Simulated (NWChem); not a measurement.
System: Si$_{2}$Cl$_{5}$, doublet; SMILES Cl[Si](Cl)[Si](Cl)(Cl)Cl

The following NWChem deck was run.

```
start job
memory heap 200 mb stack 900 mb global 1100 mb
geometry units angstroms noautosym nocenter noautoz
  Cl    -1.680202     2.232356    -0.218790
  Si    -0.003723     1.362544     0.620446
  Cl     1.696093     2.223796    -0.179791
  Si    -0.002852    -0.923541     0.066083
  Cl     0.028696    -1.258001    -1.957813
  Cl     1.653832    -1.786792     0.913819
  Cl    -1.691552    -1.775559     0.860214
end
basis spherical
  Cl library def2-svp
  Si library def2-svp
end
dft
  odft
  mult 2
  xc xpbe96 cpbe96
  iterations 150
end
cosmo
  do_cosmo_smd true
  solvent water
end
task dft energy
```

Coordinates come from a PBE0/def2-SVP, spin-unrestricted optimisation. No stability test was run on the SCF state. Solvent: water.

Level: PBE/def2-SVP with SMD (1 M gas to 1 M solution), gas-phase geometry. Reactions with the solvent are ignored.

Task: What results follow from this input? (PBE/def2-SVP, spin-unrestricted, SMD on the gas-phase geometry.) Quantities: solvation free energy (kcal/mol); cavity-dispersion-structure term (kcal/mol); dipole in solution (D).

Result: 
- solvation free energy (kcal/mol) = 1.2
- cavity-dispersion-structure term (kcal/mol) = 1.8
- dipole in solution (D) = 0.79
